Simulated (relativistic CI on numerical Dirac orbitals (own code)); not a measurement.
## Spin-allowed bands of a d7 ion in an octahedral site, by hand

Problem. Take Δ = 12400 cm⁻¹ and B = 720 cm⁻¹ for a high-spin d7 ion in an octahedral site. Calculate the three spin-allowed bands.

Working.
1. The terms of highest spin are 4F (energy 0) and 4P (15B = 10800 cm⁻¹). Here the F term splits into A2 at +1.2Δ = 14880, T2 at +0.2Δ = 2480 and T1 at −0.6Δ = -7440 cm⁻¹.
2. The two T1 states mix through the element 0.4Δ: H = [[-7440, 4960], [4960, 10800]], with roots ½(H₁₁ + H₂₂) ∓ ½√[(H₂₂ − H₁₁)² + 4H₁₂²] = ½(3360) ∓ ½(20763) = -8702 and 12062 cm⁻¹.
3. The ground term is 4T1 at -8702 cm⁻¹.
4. Bands: 4T2 11182 cm⁻¹ (894 nm), 4T1(P) 20763 cm⁻¹ (482 nm), 4A2 23582 cm⁻¹ (424 nm).

Check. Exact diagonalisation of the whole d7 shell with these parameters gives 4T2 11182, 4T1 20763, 4A2 23582 cm⁻¹. The match is exact, since without spin-orbit coupling no other term has this spin. The ratio of the second band to the first, 1.857, depends on Δ/B = 17.2 alone, which is how a Tanabe-Sugano diagram is read.
